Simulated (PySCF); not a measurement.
Compound: C₆H₉N.
Numbering: `[H]/[N:7]=[CH:6]/[C:5]#[C:4][CH2:3][CH2:2][CH3:1]` (hydrogens: H8, H9, H10 on C1; H11, H12 on C2; H13, H14 on C3; H15 on C6; H16 on N7)

Computed geometry: GFN2-xTB, gas phase.

**Question.** List the bond lengths, angles and torsions at this level.

**Answer.** 
```csv
bond,length (Å),order
C1–C2,1.523,single
C2–C3,1.534,single
C3–C4,1.445,single
C4≡C5,1.205,triple
C5–C6,1.413,single
C6=N7,1.261,double
"C1–H8, C1–H9, C1–H10",1.088,single
"C2–H11, C2–H12",1.092,single
"C3–H13, C3–H14",1.095,single
C6–H15,1.103,single
N7–H16,1.017,single
```

Bonds in one row agree within 0.01 Å and their mean is given. Orders are formal, as drawn. A selection of angles:
```csv
angle,degrees
C2–C1–H8,110.6
C2–C1–H10,110.2
H8–C1–H9,108.3
H9–C1–H10,108.7
C1–C2–C3,111.6
C1–C2–H11,109.6
C3–C2–H11,109.1
H11–C2–H12,108.0
C2–C3–C4,111.7
C2–C3–H13,109.6
C4–C3–H13,108.6
H13–C3–H14,108.1
C3–C4–C5,178.3
C4–C5–C6,178.0
C5–C6–N7,121.1
C5–C6–H15,113.6
N7–C6–H15,125.4
C6–N7–H16,115.1
```

Dihedral angles: C1–C2–C3–C4 65° (synclinal); H16–N7–C6–C5 180° (antiperiplanar). The mirror-image conformer, all signs reversed, is as good.

Of the pairs four or more bonds apart, C4···H10 is among the closest relative to their van der Waals radii: 2.69 Å, 93 % of the sum of Bondi's values. The C–C distances run from 1.205 Å (C4≡C5, drawn triple) to 1.534 Å (C2–C3, drawn single), a spread of 0.329 Å.

Point group: C1 (no symmetry element, even within 0.4 Å). No frequency check. The numbers are those of one conformer.
